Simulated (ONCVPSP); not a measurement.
**What one change does to a pseudopotential (lithium (Li), ONCV)**

Li, optimised norm-conserving Vanderbilt (ONCV), made with ONCVPSP 4.0.1 (PBE, scalar-relativistic). Core [He], reference 2s1. Waves: 2s: rc 2.75 bohr, ncon 4, nbas 8, qcut 2.9 1/bohr, 2 projectors, debl 0.7 Ha; p scattering state at 0.31 Ha: rc 2.30 bohr, ncon 4, nbas 7, qcut 3.1 1/bohr, local; d scattering state at 0.25 Ha: rc 2.75 bohr, ncon 4, nbas 8, qcut 2.9 1/bohr, 1 projector. Local part: the p channel. Core correction: polynomial model core, fcfact 0.7.

Change: core correction polynomial model core, fcfact 0.84.

Cutoffs: the cutoffs (Ha) at which the residual kinetic energy of the hardest occupied pseudo-wave falls to 1 and 0.1 mHa per electron; they do not see the model core or the augmentation charge, which bear on the density cutoff. Errors are all-electron minus pseudo energies relative to the spin-unpolarised reference configuration.

Predict the effect on cutoff, ghosts and configuration errors.

The potential gets neither clearly harder nor softer (2.1 Ha and 3.3 Ha → 2.1 Ha and 3.3 Ha); neither file shows a bound ghost. A model core, the more so a compact one, raises the density cutoff, which this test does not measure.

| quantity | base | changed |
| --- | --- | --- |
| cutoff, loose | 2.1 Ha | 2.1 Ha |
| cutoff, tight | 3.3 Ha | 3.3 Ha |
| bound ghosts | none | none |
| GHOST(+) flags under 300 eV | none | none |
| error for 2s0.5, meV [ΔE 2.05 eV] | +0.6 | +0.5 |
| error for 2s0 2p1, meV [ΔE 1.79 eV] | -10.0 | -10 |
| s: phases at 2.79 bohr within 0.05 rad from the reference energy up to (Ha; the scan ends near 5) | 1.4 | 1.4 |
| p: phases at 2.33 bohr within 0.05 rad from the reference energy up to (Ha; the scan ends near 5) | 1.3 | 1.3 |
| d: phases at 2.79 bohr within 0.05 rad from the reference energy up to (Ha; the scan ends near 5) | 1.8 | 1.8 |
| rms error of d²Exc/dni dnj with the model core, mHa | 0.34 | 0.23 |

Base: The cutoffs count occupied waves only; projector 1 of the p channel, the hardest unoccupied one, needs 5 Ha at the loose tolerance. Changed file: The cutoffs count occupied waves only; projector 1 of the p channel, the hardest unoccupied one, needs 5 Ha at the loose tolerance.
